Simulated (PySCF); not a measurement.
SnHFBr2, SMILES [F][SnH]([Br])[Br].

Geometry: r2SCAN-D4/def2-SVP. The structure was generated by enumeration; whether it is a known compound was not checked. The def2 effective core potentials stand for the cores of Sn; spin–orbit coupling is left out.

Two levels are set side by side: PBE/def2-TZVP (PySCF) and PBE0/def2-TZVP (PySCF). Same geometry, gas phase. Differences are taken from unrounded values.

| quantity | PBE0 |
|---|---|
| orbital gap (eV) | 6.22 |
| highest occupied level (eV) | -8.90 |
| lowest empty level (eV) | -2.68 |
| dipole moment (D) | 2.37 |
| mean polarisability (bohr³) | 76.3 |

What does PBE give, and how far is it from PBE0? (An estimate is asked for; the answer gives what the named calculation found.)


| quantity | PBE | PBE minus PBE0 |
|---|---|---|
| orbital gap (eV) | 4.06 | -2.16 |
| highest occupied level (eV) | -7.60 | 1.30 |
| lowest empty level (eV) | -3.54 | -0.86 |
| dipole moment (D) | 2.21 | -0.16 |
| mean polarisability (bohr³) | 79.4 | 3.1 |

PBE's occupied levels lie high since its potential decays too fast outside the molecule; exact exchange lowers them and widens the gap. PBE's more diffuse valence density responds more strongly to a field. Differences between two approximate levels are no errors against the true value.

Rough cost on one machine, each run with all the roots and properties that it gave: PBE0 against PBE within a factor of 2.
